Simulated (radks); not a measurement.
Q: The mean radii <r> (bohr) of the occupied orbitals of an atom or ion are listed with their occupations. All-electron calculation, scalar-relativistic Kohn-Sham, PBEsol, spin-polarised, spherical densities, point nucleus. Program: a radial shooting solver on a logarithmic mesh with Libxc functionals.

| orbital | occ. | <r> |
|---|---|---|
| 1s | 2 | 0.1203 |
| 2s | 2 | 0.6238 |
| 2p | 6 | 0.5975 |

Name the element and its charge. Open shells, if any, are filled with parallel spins first.

A: Z = 13, aluminium, charge +3: Al3+ in [Ne]. The 1s radius gives Z: for a bare nucleus <r> = (2 gamma + 1)/(2Z) with gamma = sqrt(1 - (Z/c)^2), 0.115 bohr for Z = 13, and screening makes it slightly larger (0.1203 here). The occupations add up to 10, and the charge is Z minus that.
